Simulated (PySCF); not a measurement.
H$_{2}$BClO$_{2}$, SMILES `OB(O)Cl` (H–O–B–Cl torsion 180°, Cl–B–O–H torsion 0°), neutral singlet in the gas phase. 

Z-matrix (Å, degrees):
```
B
O 1 1.3487
H 2 0.9618 1 112.02
O 1 1.3567 2 121.05 3 0.00
H 4 0.9595 1 113.50 2 -180.00
Cl 1 1.7706 2 118.03 3 180.00
```
Charge 0, spin multiplicity 1.

All levels are single points at this geometry (PBE0-D3(BJ)/def2-TZVP); Pople sets use spherical d functions. Orbital energies aren't observables, and empty levels follow the basis.

```json
[
 {"level": "PBE0-D3(BJ)/def2-TZVP in PySCF", "HOMO (eV)": "-9.14", "LUMO (eV)": "0.53", "gap (eV)": "9.67", "dipole (D)": "1.97", "vertical IE, Delta-SCF (eV)": "11.83"},
 {"level": "ωB97X-D3(BJ)/def2-TZVP in PySCF", "HOMO (eV)": "-11.70", "LUMO (eV)": "2.35", "gap (eV)": "14.04", "dipole (D)": "1.98", "vertical IE, Delta-SCF (eV)": "12.08"},
 {"level": "B3LYP/6-311+G** in PySCF", "HOMO (eV)": "-8.93", "LUMO (eV)": "-0.61", "gap (eV)": "8.33", "dipole (D)": "2.06", "vertical IE, Delta-SCF (eV)": "–"},
 {"level": "SVWN5/6-31G* in PySCF", "HOMO (eV)": "-7.52", "LUMO (eV)": "0.21", "gap (eV)": "7.74", "dipole (D)": "2.34", "vertical IE, Delta-SCF (eV)": "–"},
 {"level": "HF/6-31G* in PySCF", "HOMO (eV)": "-12.58", "LUMO (eV)": "5.58", "gap (eV)": "18.16", "dipole (D)": "2.35", "vertical IE, Delta-SCF (eV)": "11.06"},
 {"level": "HF/STO-3G in PySCF", "HOMO (eV)": "-10.59", "LUMO (eV)": "8.79", "gap (eV)": "19.38", "dipole (D)": "2.77", "vertical IE, Delta-SCF (eV)": "–"}
]
```
